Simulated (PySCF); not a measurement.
# Relaxation of singlet SeOBr₂

Level of theory: PBE in PySCF with Se def2-SVP, O def2-SVP, Br def2-SVP; no relativity; density-fitted integrals. A (50,194) grid was used.

A hand-made trigonal planar start, of C2v symmetry, held to at least that symmetry:

Coordinates in bohr (charge 0 multiplicity 1):
```
Se   -0.5782   -1.0015    0.0000
O    -2.1279   -3.6854    0.0000
Br    3.7682   -1.0015    0.0000
Br   -2.7514    2.7627    0.0000
```

Question: What does it relax to?

Answer: It ends at C2v with Se–Br 2.538 Å (×2), Se–O 1.631 Å; Br–Se–Br 157.0°, Br–Se–O 101.5° (×2) (after a last refinement on a finer grid). The frequency run here used a shortcut that can spoil soft modes, so no verdict on minimum or saddle point is given. Other isomers or separated fragments may lie lower.

Question: How much energy is released, and in how many steps?

Answer: 98.6 kJ/mol in 10 steps.
